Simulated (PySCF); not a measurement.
# Vibration and rotation of BiS

PBE0 constants of BiS, ²Π (doublet), unpaired electrons π ↑ (basis Bi cc-pVTZ-PP with ECP60, S cc-pV(T+d)Z; scalar-relativistic core potentials; PySCF 2.14; masses 208.9804 and 31.9721 u):

| Property | Result |
| --- | --- |
| ωe | 459.2 cm⁻¹ |
| ωexe | 2.16 cm⁻¹ |
| Be | 0.1154 cm⁻¹ |
| αe | 0.000436 cm⁻¹ |
| De to Bi + S | 3.17 eV |

Task: What force constant and bond length do these constants imply?

Result: Reduced mass μred = 27.730 u; k = 5.8918×10⁻⁷·μred·ωe² (u, cm⁻¹, mdyn/Å) = 3.45 mdyn/Å; Re = √(16.8576/(μred·Be)) (u, cm⁻¹, Å) = 2.295 Å.

Task: Estimate the centrifugal constant D from the Kratzer relation and find the Dunham coefficient a1.

Result: D = 4Be³/ωe² = 2.92e-08 cm⁻¹; a1 = −1 − αeωe/(6Be²) = -3.51.

These are scalar-relativistic numbers at best; spin–orbit coupling would shift them, the dissociation energy most. The state was picked by a PBE0 search and need not be the measured ground state.
